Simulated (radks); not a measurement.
Values are calculated unless marked as measured or tabulated.
Problem. Orbital eigenvalues (eV) of the thallium ion Tl3+, [Xe] 4f14 5d10, of relativity; Dirac values are averaged over j with weights 2j + 1. Spin-unpolarised spherical Kohn-Sham, PBE, point nucleus unless stated (finite: rms radius 5.4759 fm), a radial shooting solver on a logarithmic mesh with Libxc functionals. A level marked "c x" has the speed of light scaled by that factor and shares open shells by 2j + 1; other Dirac levels either fill j = l - 1/2 first or share by 2j + 1.

shell  non-rel.
2s       -12959
2p       -12473
3s      -3091.0
3p      -2860.7
3d      -2431.1
4s      -694.69
4p      -594.19
4d      -408.90
4f      -158.80
5s      -131.18
5p      -98.139
5d      -45.400

Give the values at the level "Dirac, c x 2".

Solution. 
shell  Dirac, c x 2  change of magnitude (%)
2s           -13437                    +3.69
2p           -12641                    +1.35
3s          -3210.9                    +3.88
3p          -2908.7                    +1.67
3d          -2427.3                    -0.15
4s          -724.92                    +4.35
4p          -605.57                    +1.92
4d          -407.73                    -0.29
4f          -154.93                    -2.44
5s          -137.10                    +4.51
5p          -99.953                    +1.85
5d          -45.113                    -0.63
